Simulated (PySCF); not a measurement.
# Electronic structure of Xe(2+) (xenon, charge +2) at the M06-L level

Configuration: [Kr] 4d10 5s2 5p3 6s1, high-spin 5S determinant (an excited configuration). Calculation: PySCF 2.14, in aug-cc-pVTZ-DK3; scalar relativity by spin-free X2C-1e.

```
Total energy                        : -7444.23 hartree
One-electron energy                 : -10145.45 hartree
Hartree (Coulomb) energy            : 2889.25 hartree
Exchange-correlation energy         : -188.03 hartree
⟨S²⟩                                : 6.0007
⟨L²⟩                                : 0.000
Sum of ⟨r⟩                          : 34.60 bohr
Sum of ⟨r²⟩                         : 55.60 bohr²
Langevin diamagnetic susceptibility : -44.0 ×10⁻⁶ cm³/mol
Time after the integrals            : of the order of 23 core-seconds
```

| shell | electrons | mean orbital energy (hartree) | rms radius, mean of both spins (bohr) |
| --- | --- | --- | --- |
| 1s α | 1 | -1263.36985 | 0.0305 |
| 1s β | 1 | -1263.36312 | 0.0305 |
| 2s α | 1 | -198.27560 | 0.124 |
| 2s β | 1 | -198.27377 | 0.124 |
| 2p α | 3 | -177.96829 | 0.111 |
| 2p β | 3 | -177.96289 | 0.111 |
| 3s α | 1 | -41.68745 | 0.326 |
| 3s β | 1 | -41.68439 | 0.326 |
| 3p α | 3 | -35.04430 | 0.327 |
| 3p β | 3 | -35.03936 | 0.327 |
| 3d α | 5 | -25.17790 | 0.305 |
| 3d β | 5 | -25.17199 | 0.305 |
| 4s α | 1 | -8.43792 | 0.761 |
| 4s β | 1 | -8.42066 | 0.761 |
| 4p α | 3 | -6.31782 | 0.814 |
| 4p β | 3 | -6.30167 | 0.814 |
| 4d α | 5 | -3.20786 | 0.940 |
| 4d β | 5 | -3.18590 | 0.940 |
| 5s α | 1 | -1.63585 | 1.88 |
| 5s β | 1 | -1.52032 | 1.88 |
| 5p α | 3 | -1.14559 | 2.17 |
| 6s α | 1 | -0.49309 | 4.31 |

The outer electron is Rydberg-like, and this basis confines it to a smaller radius and binds it less than a complete one would.

Densities and radii are taken from the X2C orbitals without a picture-change correction, which distorts them close to the nucleus.
